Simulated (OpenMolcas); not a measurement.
## Ions of charge +3 along the 3d row on the Zn site of KZnF3

```
Program             : OpenMolcas
Method              : CASSCF
Spin-orbit coupling : state interaction with AMFI integrals over the reference wave functions
```

The d shell is active. Each dopant is a cluster with its nearest anions in model potentials and point charges, with no relaxation and no local charge compensation. Distances were set from a Shannon-type radius of the metal (high-spin where two are listed) plus a fixed donor radius (F 1.31 Å), in hosts weighted 0.65 to 0.35 with the host's distance in the model lattice. Ligand basis ANO-RCC-VDZP, DKH2 Hamiltonian. States (labels of O, the rotations of Oh). Energies in cm-1 above the lowest state or level, χT in cm3 K/mol; under a threefold ground state the first gap can be a small split of the lowest multiplet, not the spin-orbit step; 10Dq and B are least-squares fits to the states below 45000 cm-1, weighted by degeneracy, with a free offset, and given where the rms deviation is under 5 % of |10Dq| (or 100 cm-1) and under 700 cm-1. Spin-only χT is S(S+1) / 2 for the spin of the ground state.

```json
{"Ion": "Ti3+", "Shell": "3d1", "R (Å)": "1.996", "Metal basis": "ANO-RCC-VTZP", "Ground state": "2T2", "First state of that spin": "2E 15824", "10Dq": "15824", "B (rms of fit)": "", "First gap with spin-orbit (degeneracies)": "216.9 (4, 2)", "χT at 300 K": "0.447", "First state of another spin": "", "Spin-only χT": "0.375"}
{"Ion": "V3+", "Shell": "3d2", "R (Å)": "1.977", "Metal basis": "ANO-RCC-VTZP", "Ground state": "3T1", "First state of that spin": "3T2 12465", "10Dq": "14110", "B (rms of fit)": "1000 (92)", "First gap with spin-orbit (degeneracies)": "5.7 (2, 3)", "χT at 300 K": "0.890", "First state of another spin": "1T2 13994", "Spin-only χT": "1.000"}
{"Ion": "Fe3+", "Shell": "3d5", "R (Å)": "1.98", "Metal basis": "ANO-RCC-VTZP", "Ground state": "6A1", "First state of that spin": "", "10Dq": "9920", "B (rms of fit)": "1225 (112)", "First gap with spin-orbit (degeneracies)": "27667 (6, 2)", "χT at 300 K": "4.385", "First state of another spin": "4T1 27760", "Spin-only χT": "4.375"}
{"Ion": "Co3+", "Shell": "3d6", "R (Å)": "1.957", "Metal basis": "ANO-RCC-VTZP", "Ground state": "5T2", "First state of that spin": "5E 9354", "10Dq": "9813", "B (rms of fit)": "1233 (187)", "First gap with spin-orbit (degeneracies)": "270.8 (3, 2)", "χT at 300 K": "4.189", "First state of another spin": "3T1 16517", "Spin-only χT": "3.000"}
{"Ion": "Ni3+", "Shell": "3d7", "R (Å)": "1.951", "Metal basis": "ANO-RCC-VTZP", "Ground state": "4T1", "First state of that spin": "4T2 7798", "10Dq": "9487", "B (rms of fit)": "1317 (305)", "First gap with spin-orbit (degeneracies)": "471.7 (2, 4)", "χT at 300 K": "3.435", "First state of another spin": "2E 14480", "Spin-only χT": "1.875"}
{"Ion": "Cu3+", "Shell": "3d8", "R (Å)": "1.912", "Metal basis": "ANO-RCC-VTZP", "Ground state": "3A2", "First state of that spin": "3T2 9558", "10Dq": "", "B (rms of fit)": "", "First gap with spin-orbit (degeneracies)": "9185 (3, 2)", "χT at 300 K": "1.357", "First state of another spin": "1E 19055", "Spin-only χT": "1.000"}
```

Among the 5 ions with a close fit, |10Dq| is smallest for Ni3+ (9487 cm-1) and largest for Ti3+ (15824 cm-1). The error differs from ion to ion, so this order need not be the real one.

B goes from 1000 cm-1 (V3+) to 1317 cm-1 (Ni3+).

Every ion keeps the highest spin of its shell. χT departs most from the spin-only value for Ni3+, by +1.560 cm3 K/mol.

Ligand-to-metal charge-transfer states are missing. With metal d orbitals alone and no dynamic correlation 10Dq can be off by a tenth to a fifth, either way, in oxide and fluoride hosts. An orbital triplet at a regular site is open to Jahn-Teller coupling, which can distort the site and quench the lowest spin-orbit gaps and is left out (holds for Ti3+; V3+; Co3+; Ni3+). Without dynamic correlation the repulsion within the d shell is too large (B by tens of per cent), so at a given field states of lower spin stand too high (holds for V3+; Fe3+; Co3+; Ni3+; Cu3+). With no ligand orbital active B as a rule stays too high, so bands that hang on it stand too high and its fall with covalency is understated (holds for V3+; Fe3+; Co3+; Ni3+; Cu3+). CASSCF with metal d orbitals alone favours high spin, so a ground state of lower spin is not ruled out (holds for Co3+). This shell can be high or low spin here, a state of another spin lies low, and with metal d orbitals alone active their balance is uncertain, so the ground spin may be wrong (holds for Ni3+). No measured value stands beside these numbers; the geometry was set by hand and not optimised.
